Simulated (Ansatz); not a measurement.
```yaml
crystal:
  periodic: [false, false, false]
  atoms:
    - {symbol: Pt, position_ang: [0.214691, -1.417109, 0.153893]}
    - {symbol: Cu, position_ang: [0.610363, 0.912494, 0.799755]}
    - {symbol: Cu, position_ang: [-0.825053, 0.504614, -0.953648]}
basis:
  gaussian: {orbitals: def2-TZVP, initial_orbitals: start.molden}
magnetization: {spin_polarized: true, initial_magnetization: 2}
hamiltonian: {xc: pbe}
correlation: {method: rpa, frozen_orbitals: {Cu: 9, Pt: 0}}
scf: {omitted_lower_state_checks: [starts]}
```

The file start.molden holds the orbitals of an earlier run on this structure, at another level or in another basis.

```sh
$ ansatz run in.yaml --threads 4 --pin off --events-out ev --progress --plain --max-ram 3916MiB
```

Output, abridged:

```
Functional definition: PBE
1322 factors; integrals over basis functions are off by at most 3.5e-4 eV
mean field evaluation 1: about -92516.9667 eV, gradient 8.1e0 eV
mean field evaluation 2: about -92517.2846 eV, gradient 2.1e0 eV
mean field evaluation 4: about -92517.3040 eV, gradient 9.8e-2 eV
mean field evaluation 8: about -92517.3081 eV, gradient 4.9e-3 eV
mean field evaluation 16: about -92517.3338 eV, gradient 6.2e-2 eV
mean field -92517.33447459 eV, -3399.9493314396 hartree, gradient 3.7e-6 eV, S^2 2.009893; 0 other end points of the search recorded, 0 dependent functions left out
18 core orbitals not correlated, not the lowest: weight in the atoms' cores, before any rotation towards them, 1.000 or more for the frozen orbitals, at most 0.000 for the correlated occupied ones
reference -92412.87567973 eV, -3396.1105415332 hartree; 21, 19 occupied and 91, 93 virtual orbitals, 1322 factors
Error: the energy between an occupied orbital and the lowest state that it is excited into in its spin channel is -0.0143 eV and must be positive: a state without a gap has no random-phase energy
```

Q: Can the result of this run be used?

A: No. The run stopped with an error. The reference has no gap: an occupied orbital lies above an empty one, and the correlation energy can't be formed.
